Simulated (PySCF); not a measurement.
Dipole response of Al⁺ (aluminium, charge +1)

[Ne] 3s2, closed-shell 1S. Computed with PySCF 2.14 in aug-cc-pV(Q+d)Z with one added diffuse shell each of s, p, d, f, g type (8s7p6d4f3g, 114 functions), with no relativity, point nucleus. Coupled (time-dependent) response in atomic units; α is the mean over directions.

```csv
method,mean α (bohr³),C₆ (like pair),S(−4)
UHF,26.41,140.2,379.4
PBE,24.30,123.2,326.0
PBE0,24.82,127.3,339.0
M06,24.29,119.0,347.4
r2SCAN0,25.19,133.1,333.6
```

S(−4) is the Cauchy moment in α(ω) = α(0) + S(−4) ω² + …

α(iu) at PBE:

```json
{"u (hartree)": "0", "α(iu) (bohr³)": "24.30"}
{"u (hartree)": "0.0500", "α(iu) (bohr³)": "23.51"}
{"u (hartree)": "0.100", "α(iu) (bohr³)": "21.43"}
{"u (hartree)": "0.200", "α(iu) (bohr³)": "15.86"}
{"u (hartree)": "0.300", "α(iu) (bohr³)": "11.12"}
{"u (hartree)": "0.500", "α(iu) (bohr³)": "5.782"}
{"u (hartree)": "0.750", "α(iu) (bohr³)": "3.088"}
{"u (hartree)": "1.00", "α(iu) (bohr³)": "1.938"}
{"u (hartree)": "1.50", "α(iu) (bohr³)": "1.019"}
{"u (hartree)": "2.00", "α(iu) (bohr³)": "0.6631"}
{"u (hartree)": "3.00", "α(iu) (bohr³)": "0.3769"}
{"u (hartree)": "5.00", "α(iu) (bohr³)": "0.1883"}
```

For an ion, C₆ is the dispersion term alone; charge-induced terms of lower order in 1/R come first.
